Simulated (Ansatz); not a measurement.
```xyz
3

O     0.0007    0.8393   -0.7156
H     0.0000    1.5952   -0.1105
Cl   -0.0001   -0.4883    0.3421
```

Basis set: cc-pVDZ (spherical functions). Frozen core: 6 orbitals. Charge 0, multiplicity 1.

Computed with Ansatz (development build ahead of 0.2.0); each method stands on the lowest determinant of its kind that the runs found. Restricted open shells among the atoms or ions are ROHF, correlated in semicanonical orbitals with singles.

(1) Give the atomization energy at this shape (free ground-state atoms in the same class of orbitals less the molecule, no zero-point energy) of singlet HClO by RHF-MP2, RHF.

Answers

(1)

```tsv
method	atomization energy
RHF-MP2	142.42 kcal/mol
RHF	74.64 kcal/mol
```
